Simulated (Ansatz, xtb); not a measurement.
## Isomers of C4H4BBrF2 in order of energy

6 gas-phase structures of C4H4BBrF2, from a drawn sample of its isomers (lower ones may exist). Each was relaxed with GFN2-xTB; where two conformers were screened, the lower at r2SCAN-D4/def2-SVP is listed:

A. `FB(Br)[C@@H]1C=C(F)C1`, a singlet
B. `C=C/C=C(/Br)B(F)F`, a singlet
C. `C=C/C=C(\Br)B(F)F`, a singlet
D. `FB(F)CC1=C(Br)C1`, a singlet
E. `FB(F)/C=C1\C[C@@H]1Br`, a singlet
F. `FB(F)/C=C1/C[C@@H]1Br`, a singlet

Q: Which do you expect lowest at r2SCAN-D4/def2-SVP, and how would the others follow?

A: Calculated order at r2SCAN-D4/def2-SVP: C (0.000), B (0.093), E (0.773), F (0.775), A (1.437), D (1.469) eV. Less than 1 kcal/mol parts E and F; A and D, so the order within those pairs means little.

Energies above the lowest of each column, in eV; the last columns are at PBE-D3(BJ)/def2-SVP geometries and were run for some of them only (a dash: not run or not comparable):

```
structure  GFN2-xTB  HF/STO-3G  r2SCAN-D4/def2-SVP  PBE-D3(BJ)/def2-SVP  CCSD(T)/def2-SVP + ΔMP2/def2-TZVPP
        C     0.000      0.000               0.000                0.000                               0.000
        B     0.032      0.066               0.093                0.084                               0.097
        E     0.203      0.313               0.773                0.742                               0.924
        F     0.201      0.316               0.775                0.744                                   –
        A     0.383      0.164               1.437                    –                                   –
        D     1.028      0.792               1.469                    –                                   –
```

Every level run on C puts it lowest or level with the lowest. Flexible structures stand in one conformer each, not always the lowest. Frequencies (GFN2-xTB) were run for B, C, E alone. ΔMP2 is the change of the MP2 energy from the smaller to the larger basis.

Over these structures GFN2-xTB departs from r2SCAN-D4/def2-SVP by 0.282 eV on average once a common shift is removed. A GFN2-xTB relaxation took about 0.083 s and the r2SCAN-D4/def2-SVP energy about 2.3 s on a shared host (Ansatz 0.2.0, xtb 6.7.1).
